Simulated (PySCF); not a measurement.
hexane (C₆H₁₄), SMILES CCCCCC.

Geometry: B3LYP-D3(BJ)/def2-SVP. One conformer was computed; it need not be the lowest.

Computed with M06-2X/def2-TZVP (PySCF).

Estimate the frontier levels, gap, dipole moment. (The exact figures need the calculation; the answer reports its results.)


The highest occupied level is -9.92 eV, the lowest empty level is 1.82 eV and the orbital gap is 11.74 eV. The dipole moment is 0.11 D and the quadrupole, principal values (traceless, Buckingham form, about the centre of nuclear charge) comes out as -0.47, -0.36, 0.83 D·Å.
